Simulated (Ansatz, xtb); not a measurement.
Relative energy of two isomers of C3H3N3O

Structure a: `O=Cc1nnc[nH]1`, a singlet. Structure b: `O=Cc1c[nH]nn1`, a singlet. Both are isolated molecules in the gas phase, relaxed with PBE0-D3(BJ)/def2-SVP; each stands in its lowest conformer found.

Quicker runs give these differences E(b) − E(a): GFN2-xTB +0.569 eV; HF/STO-3G +0.360 eV (at GFN2-xTB geometries); r2SCAN-D4/def2-SVP +0.498 eV (at GFN2-xTB geometries).

**Question.** Estimate E(b) − E(a) at the level CCSD(T)/def2-SVP + ΔMP2/def2-TZVPP.

**Answer.** Calculated at CCSD(T)/def2-SVP + ΔMP2/def2-TZVPP: E(b) − E(a) = +0.516 eV, so structure a lies lower.

How the difference moves with the method:

| level | geometry | E(b) − E(a) (eV) | departure from the last row (eV) | job, with rough time for the two |
| --- | --- | --- | --- | --- |
| GFN2-xTB | GFN2-xTB | +0.569 | +0.053 | optimisation, 0.088 s |
| HF/STO-3G | GFN2-xTB | +0.360 | −0.156 | single point, 0.32 s |
| r2SCAN-D4/def2-SVP | GFN2-xTB | +0.498 | −0.019 | single point, 3.2 s |
| PBE0-D3(BJ)/def2-SVP | PBE0-D3(BJ)/def2-SVP | +0.490 | −0.026 | optimisation, 23 s |
| HF/def2-SVP | PBE0-D3(BJ)/def2-SVP | +0.654 | +0.137 | part of the CCSD(T) run |
| MP2/def2-SVP | PBE0-D3(BJ)/def2-SVP | +0.500 | −0.016 | part of the CCSD(T) run |
| CCSD(T)/def2-SVP | PBE0-D3(BJ)/def2-SVP | +0.513 | −0.004 | single point |
| CCSD(T)/def2-SVP + ΔMP2/def2-TZVPP | PBE0-D3(BJ)/def2-SVP | +0.516 |  | single point, 44 s |

As drawn, b has 1 C∷C, 1 N∷N in place of 2 C∷N (∷ is an aromatic bond).

The levels shown agree on the order. The largest departure from CCSD(T)/def2-SVP + ΔMP2/def2-TZVPP is that of HF/STO-3G, 0.156 eV. The last row adds to CCSD(T) the change of the MP2 difference between the two basis sets, here +0.004 eV.

With thermal terms from frequencies at re-optimised GFN2-xTB minima (ideal gas, soft modes damped towards free rotors, one conformer each, 298.15 K, 1 atm): on the last row, ΔE + ΔZPE = +0.512, ΔH = +0.513, ΔG = +0.510 eV.

The correlated steps freeze 7 core orbitals. Programs: Ansatz 0.2.0, xtb 6.7.1; the last row on 2 threads of Arm Neoverse V2 on a shared host.
